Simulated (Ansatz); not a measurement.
`C[Si](O)(F)Cl` → `CCl` + `O[Si]F` at 500 K and 1 bar (silylene formation by 1,1-elimination).

Isolated molecules relaxed with PBE0-D4/def2-TZVP in Ansatz; ΔE leaves out vibrations. CBS: MP2 limit from def2 TZ/QZ plus the TZ coupled-cluster correction, frozen cores. This one scheme is used for every species. Each species was taken in one conformer, which may not be the lowest.

```tsv
species	CCSD(T)/CBS energy (Eh)	H − E (kJ/mol)	S (J/(mol·K))
`C[Si](O)(F)Cl`	-964.48585	193.4	407.9
`CCl`	-499.63220	119.3	258.4
`O[Si]F`	-464.72778	66.8	297.2
```

H − E and S are ideal-gas, rigid-rotor, harmonic terms from PBE0-D4/def2-TZVP, for one conformer and one mirror image of each species. 1 Eh = 2625.50 kJ/mol, R = 8.31446 J/(mol·K).

**Question.** By hand: ΔE, ΔH, ΔS and ΔG.

**Answer.** ΔE = (-499.63220) + (-464.72778) − (-964.48585) = 0.12587 Eh = 330.5 kJ/mol. Δ(H − E) = 119.3 + 66.8 − 193.4 = -7.3, so ΔH = 323.2 kJ/mol. ΔS = 258.4 + 297.2 − 407.9 = 147.7 J/(mol·K). ΔG = 323.2 − 500 × (147.7)/1000 = 249.3 kJ/mol.

**Question.** By hand: the equilibrium constant, and the temperature at which ΔG would vanish if ΔH and ΔS stayed fixed.

**Answer.** log₁₀ K = −ΔG/(RT ln 10) = -26.0. ΔG = 0 at ΔH/ΔS = 2188 K.

The number of gas molecules changes by +1, which sets the sign of ΔS. A doubt of 5 kJ/mol in ΔE shifts log₁₀ K by 0.5 here. Other conformers and mirror images would add mixing entropy, several J/(mol·K) or more a flexible species. These are equilibria of isolated gas molecules and say nothing of rates. Largest T1 diagnostic: 0.015 (customary marks: 0.02 for closed shells, 0.045 for open ones).
